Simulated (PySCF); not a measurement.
Ge(H)2(Br)(OH) (BrGeH3O), SMILES [OH][GeH2][Br].

Geometry optimised at PBE0-D3(BJ)/def2-SVP. Other conformers were not sampled.

Method: TDA-M06-2X/def2-SVPD (PySCF 2.14.0).

Vertical excitations. The molecule is in vacuum.

**Question.** Estimate the UV-visible absorptions. (Estimate from the structure and the level; the computed values follow.)

**Answer.** 
```tsv
state	energy (eV)	λ (nm)	f	main pairs
S1	6.68	186	0.026	HOMO→LUMO 76 %, HOMO→LUMO+1 16 %
S2	6.87	181	0.020	HOMO−1→LUMO 78 %, HOMO−1→LUMO+1 12 %
S3	7.28	170	0.002	HOMO→LUMO+1 66 %, HOMO→LUMO 12 %
S4	7.57	164	0.027	HOMO−1→LUMO+1 57 %, HOMO−2→LUMO+1 11 %, HOMO−1→LUMO 9 %
S5	7.74	160	0.039	HOMO−2→LUMO+1 55 %, HOMO−1→LUMO+1 11 %
S6	7.84	158	0.009	HOMO→LUMO+2 81 %
S7	8.08	154	0.072	HOMO−1→LUMO+2 58 %, HOMO−2→LUMO 22 %
S8	8.24	151	0.054	HOMO−2→LUMO 35 %, HOMO−1→LUMO+2 26 %, HOMO−3→LUMO 20 %
S9	8.62	144	0.105	HOMO→LUMO+3 55 %, HOMO−2→LUMO 10 %, HOMO−3→LUMO 9 %
S10	8.70	143	0.031	HOMO−3→LUMO+1 62 %
T1	6.26	198	0	HOMO→LUMO 78 %, HOMO→LUMO+1 12 %
T2	6.43	193	0	HOMO−1→LUMO 75 %, HOMO−1→LUMO+1 15 %
T3	7.02	177	0	HOMO−2→LUMO+1 32 %, HOMO→LUMO+1 21 %, HOMO−1→LUMO+1 11 %, HOMO−2→LUMO 6 %
T4	7.17	173	0	HOMO→LUMO+1 40 %, HOMO−2→LUMO 16 %, HOMO−1→LUMO+1 13 %
```
Triplets are in the Tamm–Dancoff approximation.
